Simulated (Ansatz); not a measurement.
Spectroscopic constants of IrS, multiplicity 6 (lowest of 2S+1 = 2, 4, 6 at CCSD(T)/def2-TZVPP on PBE0 minima; our sources give no spin for the ground state, which may be another). No spin–orbit coupling.

The constants come from a fifth-degree fit in 1/R (seven points, main isotopes). In def2 and cc sets the state is the lowest found near the PBE0 minimum, followed along R.

The values were computed with Ansatz (Gaussian basis) for Hartree–Fock, density functionals and correlated methods. Values without a source in brackets are computed. In def2 rows elements past Kr take small-core potentials, without spin–orbit coupling.

Energies at PBE/def2-TZVPP:

| R (Å) | E (hartree) |
|---|---|
| 2.014580 | -502.31809529 |
| 2.068736 | -502.32541192 |
| 2.118559 | -502.32929234 |
| 2.174880 | -502.33109825 |
| 2.231202 | -502.33078200 |
| 2.296188 | -502.32845772 |
| 2.372006 | -502.32388913 |

Q: With a reduced mass of 27.4276 u, find the minimum, the force constant and the constants.

A: A fifth-degree polynomial in 1/R puts the minimum at r_e = 2.1930 Å with force constant 266 N/m. Then ω_e = (1/2πc)√(k/μ) = 405 cm⁻¹ and B_e = h/(8π²cμr_e²) = 0.1278 cm⁻¹; the cubic and quartic terms give α_e = 0.00063 and ω_e x_e = 1.7 cm⁻¹.

Ansatz is an electronic-structure program.
